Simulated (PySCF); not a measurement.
Point groups of optimised structures. Theory: PBE0/pcSseg-1 in PySCF (dipole) on a GFN2-xTB geometry, gas phase. The symmetry is that of the one conformer found, every atom within 0.08 Å of its image; none is proved a minimum here.

(1) `[CH3:1][CH:2]([CH3:3])[Si:4]([NH2:5])([SiH3:6])[SiH3:7]` with C1–C2–Si4–N5 -176°, C2–Si4–N5–H 49° and -174°: symmetry, top, dipole?

(2) `[CH2:1]=[C:2]1[CH:3]=[CH:4]/[C:5]1=[C:6]([F:7])/[CH:8]=[CH:9]/[F:10]` with C5–C6–C8–C9 180°: symmetry, top, dipole?

(3) `[CH:1]#[C:2][c:3]1[cH:4][cH:5][c:6]([CH3:7])[n:8][cH:9]1` with H–C7–C6–C5 60° (nearest H): symmetry, top, dipole?

(4) Point group, rotor type and polarity of `[H]/[N:1]=[CH:2]\[CH:3]1[CH2:4][CH2:5][CH2:6]1` with N1–C2–C3–C4 27°, C2–C3–C4–C5 130°, C3–C4–C5–C6 -10°, C4–C5–C6–C3 10°, C2–C3–C6–C5 -132°?

Answers

(1) C1; asymmetric top; symmetry number 1; this conformer is chiral (no improper operation); dipole 1.48 D.

(2) Cs; asymmetric top; symmetry number 1; 2 operations, which sort the 16 atoms into 16 sets; dipole 1.57 D, in the ab plane, which is the mirror.

(3) Cs; near-prolate asymmetric top; symmetry number 1; 2 operations, which sort the 16 atoms into 15 sets; dipole 1.85 D, in the ab plane, which is the mirror; A, B, C = 5739, 1015, 866.8 MHz.

(4) C1; asymmetric top; symmetry number 1; this conformer is chiral (no improper operation); dipole 2.60 D; A, B, C = 8144, 2550, 2166 MHz.
